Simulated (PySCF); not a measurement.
A species of formula C5H15NSi has this rotational fingerprint, computed with PBE0/pcSseg-1 in PySCF (dipole) on a GFN2-xTB geometry, gas phase:

| Property | Result |
| --- | --- |
| Rotational constants | A = 3028, B = 1158, C = 937.0 MHz |
| Dipole components | \|μa\| = 0.34 D, \|μb\| = 0.21 D, \|μc\| = 0.85 D |
| Inertial defect | -64.01 u·Å² |
| κ | -0.79 |

Question: Which structure is it? (One computed conformer of each.)
A. `[CH3:1][CH2:2][Si@@H:3]([CH3:4])[N:5]([CH3:6])[CH3:7]` with C1–C2–Si3–C4 -62°, C2–Si3–N5–C6 -162°
B. `[CH3:1][CH2:2][NH:3][SiH2:4][CH:5]([CH3:6])[CH3:7]` with C1–C2–N3–Si4 -81°, C2–N3–Si4–C5 -53°, N3–Si4–C5–C6 -56°
C. `[CH3:1][SiH2:2][NH:3][CH2:4][CH:5]([CH3:6])[CH3:7]` with C1–Si2–N3–C4 -178°, Si2–N3–C4–C5 -78°, N3–C4–C5–C6 176°
D. `[CH3:1][NH:2][C:3]([CH3:4])([CH3:5])[SiH2:6][CH3:7]` with C1–N2–C3–C4 69°, N2–C3–Si6–C7 59°
E. `[CH3:1][CH2:2][C@@H:3]([CH3:4])[NH:5][SiH2:6][CH3:7]` with C1–C2–C3–C4 174°, C2–C3–N5–Si6 144°, C3–N5–Si6–C7 -178°

Answer: E. It is CC[C@@H](C)N[SiH2]C, an asymmetric top, point group C1. The candidates at the same level (rigid rotor, commonest isotopes):

```tsv
SMILES	A (MHz)	B (MHz)	C (MHz)	μa (D)	μb (D)	μc (D)	Δ (u·Å²)	point group	rotor
C[SiH2]NCC(C)C	4730	909.1	855.2	0.45	0.84	0.16	-71.84	C1	near-prolate asymmetric top
CCN[SiH2]C(C)C	3539	1091	1029	0.90	0.31	0.32	-114.93	C1	near-prolate asymmetric top
CC[Si@@H](C)N(C)C	2454	1672	1219	0.37	0.25	0.31	-93.76	C1	asymmetric top
CC[C@@H](C)N[SiH2]C	3028	1158	937.0	0.34	0.21	0.85	-64.01	C1	asymmetric top
CNC(C)(C)[SiH2]C	2758	1486	1292	0.94	0.10	0.01	-132.20	C1	asymmetric top
```

`CC[Si@@H](C)N(C)C` has B 44 % too high; `C[SiH2]NCC(C)C` has A 56 % too high; `CCN[SiH2]C(C)C` has A 17 % too high; `CNC(C)(C)[SiH2]C` has C 38 % too high. No structure here is proved a minimum.
